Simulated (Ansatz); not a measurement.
What each rung costs, and what it gives

Saddle point of Si₄H₁₂O₄, singlet (Si₃H₈O₄ ([OH][Si]([OH])([O][SiH3])[O][SiH3]) + SiH₄ → Si₄H₁₀O₄ ([OH][Si]([O][SiH3])([O][SiH3])[O][SiH3]) + H₂; bonds formed: Si1–O4, H2–H3; bonds broken: Si1–H2, H3–O4), PBE0-D4/def2-TZVP structure:

```
20
angstrom
Si 0.0676 -1.3781 1.8558
H 1.6562 -1.4072 2.4954
H 1.8877 -0.8824 1.4540
O 1.2329 -0.6759 0.5956
Si 1.0633 0.5176 -0.5537
O 2.5828 0.9242 -0.9233
O 0.2669 1.7738 0.0647
Si -1.2267 2.3646 0.4281
O 0.2578 -0.0989 -1.7993
Si -0.7906 -1.2561 -2.3181
H -0.3790 -0.6082 3.0481
H -1.0588 -1.0589 0.8863
H -0.0464 -2.8532 1.9776
H 2.7453 1.7636 -1.3535
H -1.5706 2.0076 1.8243
H -1.1689 3.8389 0.2807
H -2.2356 1.8045 -0.5045
H -0.6717 -1.3230 -3.7945
H -2.1773 -0.8861 -1.9434
H -0.4350 -2.5666 -1.7202
```

Barriers are electronic and count from the start structure reached by relaxing down the imaginary mode.

Computed with Ansatz 0.2.0 (basis: as named in each row); correlated methods freeze the cores. B3LYP uses VWN-RPA correlation. Extrapolation: Hartree–Fock as exp(−7.88 √X), correlation as X^−2.97.

Times are rough, for one single point on 4 threads of a shared host (AMD EPYC 7R13), with one NVIDIA H100 (or a share of it) where marked.

The estimate by CCSD(T) at an estimated basis limit (MP2 extrapolated from triple and quadruple zeta, plus CCSD(T) − MP2 in triple zeta) is 170.1 kJ/mol.

| method | basis | time (s) | barrier (kJ/mol) | method less estimate |
| --- | --- | --- | --- | --- |
| HF | STO-3G | under 1 | 288.1 | 118.0 |
| PBE-D4 | STO-3G | under 1 | 116.8 | -53.3 |
| SPW92 | def2-SVP | 2 | 105.7 | -64.4 |
| CCSD(T) | def2-SVP | 2 (H100) | 181.9 | 11.8 |
| B3LYP-D4 | 6-31G | 2 | 178.0 | 7.9 |
| B3LYP-D4 | def2-TZVPP | 2 (H100) | 166.6 | -3.5 |
| SPW92 | def2-TZVPP | 3 (H100) | 111.5 | -58.6 |
| BLYP-D4 | def2-TZVPP | 3 (H100) | 157.9 | -12.2 |
| PBE-D4 | def2-SVP | 3 | 138.1 | -32.0 |
| PBE-D4 | def2-TZVPP | 3 (H100) | 142.6 | -27.5 |
| wB97M-V | def2-TZVPP | 3 (H100) | 165.1 | -5.0 |
| r2SCAN-D4 | def2-TZVPP | 3 (H100) | 151.6 | -18.5 |
| B2PLYP | def2-TZVPP | 3 (H100) | 172.0 | 1.9 |
| PBE-QIDH | def2-TZVPP | 3 (H100) | 165.0 | -5.1 |
| PBE0-D4 | def2-TZVPP | 3 (H100) | 155.5 | -14.6 |
| BHLYP-D4 | def2-TZVPP | 3 (H100) | 181.2 | 11.1 |
| wB97X-V | def2-TZVPP | 3 (H100) | 170.0 | -0.1 |
| r2SCAN0-D4 | def2-TZVPP | 4 (H100) | 160.6 | -9.5 |
| RPA on PBE | def2-TZVPP | 4 (H100) | 175.1 | 5.0 |
| CAM-B3LYP-D4 | def2-TZVPP | 4 (H100) | 168.8 | -1.3 |
| PBE0-D4 | def2-SVP | 4 | 153.7 | -16.4 |
| B97M-V | def2-TZVPP | 4 (H100) | 158.9 | -11.2 |
| MP2 | def2-QZVPP | 5 (H100) | 165.1 | -5.0 |
| wB97M-V | def2-SVP | 13 | 158.9 | -11.2 |
| CCSD(T) | def2-TZVPP | 23 (H100) | 173.3 | 3.2 |

All methods are single points on the PBE0-D4 structures.

The T1 diagnostic stays at or below 0.013.

Labels in which every atom is bracketed show which atoms are joined, not bond orders.
